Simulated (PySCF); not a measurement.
Gas-phase thermal properties of Cs₂Cl₂

Method: PySCF energies (xtb for GFN2) plus ideal-gas RRHO corrections (1 bar). The comparison is the NASA 1993 polynomial table, which mixes measured and estimated data. S°(298 K) at PBE0/def2-TZVP differs from the NASA 1993 table for Cs₂Cl₂ (+8 J/mol/K); whether the harmonic model or the table's entry is off was not settled. All species are closed-shell singlets. Cs: scalar-relativistic def2 core potential, no spin-orbit coupling. The harmonic model lacks anharmonicity and excited electronic states, which grow with temperature; levels with a mode under 35 cm⁻¹ are left out. Soft modes under 120 cm⁻¹ make the harmonic entropy rough for Cs₂Cl₂. The table's entry may be an old estimate for Cs₂Cl₂ (not checked at source).

```tsv
level	point group	σ	ZPE (kJ/mol)	S°298 (J/mol/K)	Cp298 (J/mol/K)	S°1000 (J/mol/K)	H1000 − H298 (kJ/mol)
table	-	-	-	383.4	81.6	483.3	58.0
GFN2-xTB	D2h	4	3.0	401.5	82.4	501.8	58.2
PBE/def2-SVP	D2h	4	4.1	391.2	81.7	491.2	58.0
PBE0/def2-TZVP	D2h	4	4.0	391.3	81.7	491.3	58.1
```
σ: rotational symmetry number. Electronic degeneracy used: 1. Frequencies are unscaled.
